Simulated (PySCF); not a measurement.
Si(F)2(OH)(SeH) (F2H2OSeSi), SMILES F[Si](F)(O)[SeH]. Atoms are numbered in the order given.

```xyz
7

O     -1.0267     1.5822     0.9843
Si    -0.7429     0.0834     0.3897
F     -1.8471    -0.3505    -0.7011
F     -0.9048    -0.9009     1.6487
Se     1.2422    -0.1545    -0.6698
H     -0.8321     2.3340     0.4121
H      1.9781     0.3577     0.5037
```

Geometry optimised at B3LYP-D3(BJ)/def2-SVP. The structure was generated by enumeration, and PubChem lists no compound with its InChIKey, so it may never have been made. Other conformers were not sampled.

Method: PBE/pcSseg-1 (PySCF).

GIAO shieldings, no solvent; atoms listed in one row are averaged. δ = σ(ref) − σ: ¹⁷O against H2O (σ = 334.3 ppm); ²⁹Si against TMS (σ = 335.4 ppm); ¹⁹F against CFCl3 (σ = 133.6 ppm); ⁷⁷Se against Me2Se (σ = 1634.8 ppm); ¹H against TMS (σ = 31.49 ppm), references at their B3LYP-D3(BJ)/def2-TZVP geometries, non-relativistic.

Computed chemical shifts:
```csv
nucleus,atoms,count,δ (ppm)
¹⁷O,O1,1,101.0
²⁹Si,Si2,1,-33.5
¹⁹F,F3,1,-137.3
¹⁹F,F4,1,-148.3
⁷⁷Se,Se5,1,-446.7
¹H,H6,1,2.84
¹H,H7,1,1.02
```
